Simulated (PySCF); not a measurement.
Input for PySCF: R-M06-2X/def2-TZVPP on CH4OSn (SMILES C[O][SnH]), a point of a torsion scan. Elements past Kr take the def2 small-core potentials; no spin–orbit coupling.

```python
from pyscf import gto, dft

mol = gto.M(
    atom='''
    C    -0.97750386   -0.27641241   -0.01563719
    O     0.11823471    0.57132857   -0.23991249
    Sn    2.01126190    1.14661519   -0.07449966
    H    -1.03882579   -1.02136380   -0.81239832
    H    -1.89337068    0.31975546   -0.01827705
    H    -0.89132873   -0.78881480    0.94364830
    H     2.58741520    0.45782573    1.63988095
    ''',
    basis='def2-tzvpp',
    ecp={'Sn': 'def2-tzvpp'},
    charge=0, spin=0, verbose=4, max_memory=1800)
mf = dft.RKS(mol, xc='m062x').density_fit(auxbasis='def2-universal-jkfit')
mf.grids.level = 4
mf.conv_tol = 1e-9
mf.max_cycle = 150
mf.kernel()
mf.dip_moment()
```

Program output:

```
PySCF version 2.14.0

[INPUT] verbose = 4
[INPUT] num. atoms = 7
[INPUT] num. electrons = 40
[INPUT] charge = 0
[INPUT] spin (= nelec alpha-beta = 2S) = 0
[INPUT] symmetry False subgroup None
[INPUT] Mole.unit = angstrom
[INPUT] Symbol           X                Y                Z      unit          X                Y                Z       unit  Magmom
[INPUT]  1 C     -0.977503860000  -0.276412410000  -0.015637190000 AA   -1.847214581105  -0.522343752331  -0.029550006458 Bohr   0.0
[INPUT]  2 O      0.118234710000   0.571328570000  -0.239912490000 AA    0.223431220317   1.079654524439  -0.453368899962 Bohr   0.0
[INPUT]  3 Sn     2.011261900000   1.146615190000  -0.074499660000 AA    3.800734155772   2.166788679366  -0.140783953773 Bohr   0.0
[INPUT]  4 H     -1.038825790000  -1.021363800000  -0.812398320000 AA   -1.963096234235  -1.930097855545  -1.535210328857 Bohr   0.0
[INPUT]  5 H     -1.893370680000   0.319755460000  -0.018277050000 AA   -3.577952037482   0.604250246234  -0.034538618865 Bohr   0.0
[INPUT]  6 H     -0.891328730000  -0.788814800000   0.943648300000 AA   -1.684367186656  -1.490643935004   1.783236844911 Bohr   0.0
[INPUT]  7 H      2.587415200000   0.457825730000   1.639880950000 AA    4.889506098537   0.865165242479   3.098925872392 Bohr   0.0

nuclear repulsion = 119.622524205323
number of shells = 62
number of NR pGTOs = 247
number of NR cGTOs = 168
basis = def2-tzvpp
ecp = {'Sn': 'def2-tzvpp'}


******** <class 'pyscf.df.df_jk.DFRKS'> ********
method = DFRKS
initial guess = minao
damping factor = 0
level_shift factor = 0
DIIS = <class 'pyscf.scf.diis.CDIIS'>
diis_start_cycle = 1
diis_space = 8
diis_damp = 0
SCF conv_tol = 1e-09
SCF conv_tol_grad = None
SCF max_cycles = 150
direct_scf = False
XC library pyscf.dft.libxc version 7.1.2
    S. Lehtola, C. Steigemann, M. J. T. Oliveira, and M. A. L. Marques,  SoftwareX 7, 1–5 (2018)
XC functionals = m062x
    Y. Zhao and D. G. Truhlar,  Theor. Chem. Acc. 120, 215 (2008)
    Y. Zhao and D. G. Truhlar,  Theor. Chem. Acc. 120, 215 (2008)
radial grids:
    Treutler-Ahlrichs [JCP 102, 346 (1995); DOI:10.1063/1.469408] (M4) radial grids

becke partition: Becke, JCP 88, 2547 (1988); DOI:10.1063/1.454033
pruning grids: <function nwchem_prune>
grids dens level: 4
symmetrized grids: False
atomic radii adjust function: <function treutler_atomic_radii_adjust>
small_rho_cutoff = 0
Set gradient conv threshold to 3.16228e-05
Initial guess from minao.
tot grids = 151832
******** <class 'pyscf.df.df.DF'> ********
auxbasis = def2-universal-jkfit
init E= -292.996532612757
  HOMO = -0.589569626478864  LUMO = -0.553363606650422  gap/eV = 0.98522
cycle= 1 E= -328.60842085717  delta_E= -35.6  |g|=  2.5  |ddm|=   31
  HOMO = -0.0363564704341245  LUMO = -0.0175621512356516  gap/eV = 0.51142
cycle= 2 E= -327.274945017162  delta_E= 1.33  |g|= 3.04  |ddm|= 34.3
  HOMO = -0.284142706756104  LUMO = -0.123095478103902  gap/eV = 4.38232
cycle= 3 E= -329.873945485174  delta_E= -2.6  |g|= 0.441  |ddm|= 33.7
  HOMO = -0.255464756815208  LUMO = -0.0554258227674751  gap/eV = 5.44334
cycle= 4 E= -329.933087636534  delta_E= -0.0591  |g|= 0.209  |ddm|= 0.653
  HOMO = -0.264516725266915  LUMO = -0.0521385685111184  gap/eV = 5.77910
cycle= 5 E= -329.942550251102  delta_E= -0.00946  |g|= 0.0477  |ddm|= 0.186
  HOMO = -0.274178513264129  LUMO = -0.0606649527821723  gap/eV = 5.81000
cycle= 6 E= -329.943052321981  delta_E= -0.000502  |g|= 0.0271  |ddm|= 0.0498
  HOMO = -0.276301643123801  LUMO = -0.0626452225113532  gap/eV = 5.81389
cycle= 7 E= -329.943200949369  delta_E= -0.000149  |g|= 0.0111  |ddm|= 0.0246
  HOMO = -0.276007666606152  LUMO = -0.0625567612219449  gap/eV = 5.80829
cycle= 8 E= -329.943234949835  delta_E= -3.4e-05  |g|= 0.0024  |ddm|= 0.0111
  HOMO = -0.275739614994947  LUMO = -0.0624557432095649  gap/eV = 5.80375
cycle= 9 E= -329.943237963586  delta_E= -3.01e-06  |g|= 0.000798  |ddm|= 0.00436
  HOMO = -0.275767734421315  LUMO = -0.0625329983002771  gap/eV = 5.80241
cycle= 10 E= -329.943238421731  delta_E= -4.58e-07  |g|= 0.000186  |ddm|= 0.00179
  HOMO = -0.275784714643343  LUMO = -0.0625518570998693  gap/eV = 5.80236
cycle= 11 E= -329.943238454465  delta_E= -3.27e-08  |g|= 7.35e-05  |ddm|= 0.000537
  HOMO = -0.275786209832894  LUMO = -0.0625527487332747  gap/eV = 5.80238
cycle= 12 E= -329.943238458349  delta_E= -3.88e-09  |g|= 2.38e-05  |ddm|= 0.000141
  HOMO = -0.275785768589305  LUMO = -0.0625522161733088  gap/eV = 5.80238
cycle= 13 E= -329.943238459197  delta_E= -8.49e-10  |g|= 1.55e-05  |ddm|= 8.97e-05
  HOMO = -0.275786177839962  LUMO = -0.0625521632037369  gap/eV = 5.80239
Extra cycle  E= -329.94323845932  delta_E= -1.23e-10  |g|= 8.18e-06  |ddm|= 2.28e-05
converged SCF energy = -329.94323845932
Dipole moment(X, Y, Z, Debye):  0.47296, -0.00801, -0.49655
```

The run converged.

Cost: around 27 core-seconds (rough).
